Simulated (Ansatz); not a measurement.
The input (input.yaml):

```yaml
crystal:
  periodic: [false, false, false]
  atoms:
    - { symbol: C, position_ang: [-1.5711, -1.0168, -0.521] }
    - { symbol: Si, position_ang: [-0.082, 0.0458, -0.334] }
    - { symbol: "N", position_ang: [0.1412, 0.9959, -1.7578] }
    - { symbol: Si, position_ang: [1.7788, -1.433, 0.0669] }
    - { symbol: C, position_ang: [-0.1727, 1.1221, 1.2027] }
    - { symbol: O, position_ang: [-1.2251, 2.1161, 1.2447] }
    - { symbol: H, position_ang: [-2.4674, -0.3289, -0.6793] }
    - { symbol: H, position_ang: [-1.5065, -1.6248, -1.4018] }
    - { symbol: H, position_ang: [-1.8027, -1.5678, 0.3966] }
    - { symbol: H, position_ang: [0.9672, 1.6266, -1.6113] }
    - { symbol: H, position_ang: [0.358, 0.413, -2.535] }
    - { symbol: H, position_ang: [1.4449, -2.2275, 1.3141] }
    - { symbol: H, position_ang: [2.9028, -0.6279, 0.2402] }
    - { symbol: H, position_ang: [1.8377, -2.3338, -1.084] }
    - { symbol: H, position_ang: [0.7708, 1.6528, 1.3381] }
    - { symbol: H, position_ang: [-0.2984, 0.5202, 2.1152] }
    - { symbol: H, position_ang: [-1.0946, 2.6677, 2.0458] }
basis:
  gaussian: { orbitals: STO-3G }
hamiltonian:
  xc: revpbe
  dispersion: d4
relax:
  f_tol: 0.02
  max_steps: 40
scf:
  lower_state_search: "off"
```

Launched with:

```bash
$ ansatz run input.yaml --threads 1 --pin off --max-ram 2048MiB --backend cpu --events-out ev --progress --plain --runs-dir out
```

Hardware: 1 thread of Arm Neoverse N1, on a shared host.

Q: Roughly how long does this run take, and how much memory?

A: 73 s, with a peak of 0.14 GiB, for 12 ionic steps.
